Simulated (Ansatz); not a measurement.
Computed with Ansatz on PBE0-D4/def2-TZVP structures; ΔE is electronic, products minus reactants. CCSD(T)/CBS adds triple-zeta CCSD(T) − MP2 to the extrapolated MP2 energy (def2 sets, frozen cores). This one scheme is used for every species. DFT in def2-TZVPP. B3LYP here is the variant with VWN-RPA as its local correlation; programs differ in this. One conformer a species, not always the lowest.

Consider the ligand exchange at the Si–C bond: `C[SiH2]C` + `OCO` → `C[SiH2]OCO` + CH₄.

| level | ΔE (kJ/mol) |
| --- | --- |
| PBE-D4 | -86.8 |
| r2SCAN-D4 | -97.6 |
| B3LYP-D4 | -100.7 |
| PBE | -84.8 |
| CCSD/def2-TZVPP | -98.1 |
| HF/def2-QZVPP | -108.9 |
| SCS-MP2/def2-QZVPP | -101.6 |
| HF/CBS(def2) | -109.0 |

(1) What does CCSD(T)/CBS give? (Estimate.)

Largest T1 diagnostic among the species: 0.011.

## Answers

(1) Ansatz gave: -97.0 kJ/mol. The listed levels differ from it by 10.2, -0.6, -3.7, 12.2, -1.1, -11.9, -4.6, -12.0 kJ/mol.

In def2-TZVPP, CCSD(T) changes the Hartree–Fock value by +10.6 kJ/mol (the triples alone add +0.7 kJ/mol) and MP2 by +8.4 kJ/mol. The D4 term adds −3.0 kJ/mol with B3LYP and −1.8 kJ/mol with PBE0; it sums over pairs of atoms, weighted by their polarisabilities, and B3LYP, whose exchange is more repulsive, gets the larger term.
